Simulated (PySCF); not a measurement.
## Electron correlation in Br (bromine, neutral)

Starting occupation: [Ar] 3d10 4s2 4p5, 4p1/2 with m_j = +1/2, 4p3/2 with m_j = -3/2, -1/2, +1/2, +3/2. Calculation: PySCF 2.14, in x2c-TZVPall-2c (6s7p4d1f, 54 functions); X2C-1e with screened-nucleus spin-orbit coupling, Gaussian nucleus. Frozen: [Ne]; 25 electrons correlated.

MP2 pair energies summed by pair of shells (mhartree):

```json
{"pair": "3d-3d", "energy": "-88.23", "share (%)": "22.2"}
{"pair": "4p-4p", "energy": "-82.96", "share (%)": "20.9"}
{"pair": "3d-3p", "energy": "-70.83", "share (%)": "17.8"}
{"pair": "4p-4s", "energy": "-45.90", "share (%)": "11.6"}
{"pair": "3d-4p", "energy": "-24.92", "share (%)": "6.3"}
{"pair": "3p-3p", "energy": "-23.56", "share (%)": "5.9"}
{"pair": "3d-3s", "energy": "-18.08", "share (%)": "4.6"}
{"pair": "3d-4s", "energy": "-11.93", "share (%)": "3.0"}
{"pair": "3p-3s", "energy": "-10.36", "share (%)": "2.6"}
{"pair": "4s-4s", "energy": "-8.14", "share (%)": "2.1"}
{"pair": "3p-4p", "energy": "-5.79", "share (%)": "1.5"}
{"pair": "3p-4s", "energy": "-3.25", "share (%)": "0.8"}
{"pair": "3s-3s", "energy": "-1.29", "share (%)": "0.3"}
{"pair": "3s-4p", "energy": "-1.28", "share (%)": "0.3"}
{"pair": "3s-4s", "energy": "-0.54", "share (%)": "0.1"}
```

Total MP2 correlation energy: -397.05 mhartree.

The GHF reference relaxed away from the jj start to a determinant that is no pure jj level (⟨S²⟩ = 0.76, ⟨J²⟩ = 0.92); the energies belong to that determinant.

This basis was not built for core-valence correlation, so the inner-shell part is incomplete.
